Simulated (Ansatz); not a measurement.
Relaxation of C$_{2}$H$_{4}$GaN (8 atoms, charge 0, multiplicity 1), to a largest force component of 0.015 eV/Å in at most 40 steps.

Theory: Ansatz 0.2.0, RKS PBE0-D4/def2-SVPD.

```xyz
8
Properties=species:S:1:pos:R:3:forces:R:3
C -0.759 0.712 -0.169 -0.35 2.72 -0.18
Ga 0.835 -0.050 0.621 -6.67 16.35 -28.64
C 0.976 -1.411 -0.239 2.30 -9.59 -7.68
N 1.252 -2.079 -1.152 -0.04 -0.49 0.01
H -1.616 0.614 0.547 0.67 0.18 -0.13
H -0.305 1.747 -0.009 -1.37 -0.03 -0.22
H -1.211 0.741 -1.199 0.98 -0.59 0.65
H 0.920 -0.331 1.542 4.49 -8.56 36.19
```

Q: Where does it end, and by what steps?

A: The run converged. After 8 steps the energy has fallen by 10.250 eV; H8 moved furthest, 0.57 Å. The start is strongly strained (largest force component 36 eV/Å).

| step | energy less start (eV) | largest force component (eV/Å) | accepted |
| --- | --- | --- | --- |
| 0 | 0.0000 | 36.191 | yes |
| 1 | -6.8034 | 11.704 | yes |
| 2 | -9.2304 | 3.517 | yes |
| 3 | -10.0744 | 0.597 | yes |
| 4 | -10.1463 | 0.852 | yes |
| 5 | -10.2170 | 0.697 | yes |
| 6 | -10.2452 | 0.800 | yes |
| 7 | -10.2500 | 0.156 | yes |
| 8 | -10.2503 | 0.012 | yes |

```xyz
8
Properties=species:S:1:pos:R:3
C -0.861 0.951 -0.094
Ga 0.537 -0.221 0.589
C 1.134 -1.670 -0.588
N 1.476 -2.522 -1.299
H -1.789 0.796 0.480
H -0.578 2.006 0.038
H -1.075 0.766 -1.154
H 1.248 -0.164 1.972
```

Whether the end is a true minimum wasn't checked by a vibrational analysis.

Time of the run: 40 s on 2 threads of Arm Neoverse V1, with other jobs on the host, peak memory 0.33 GiB.
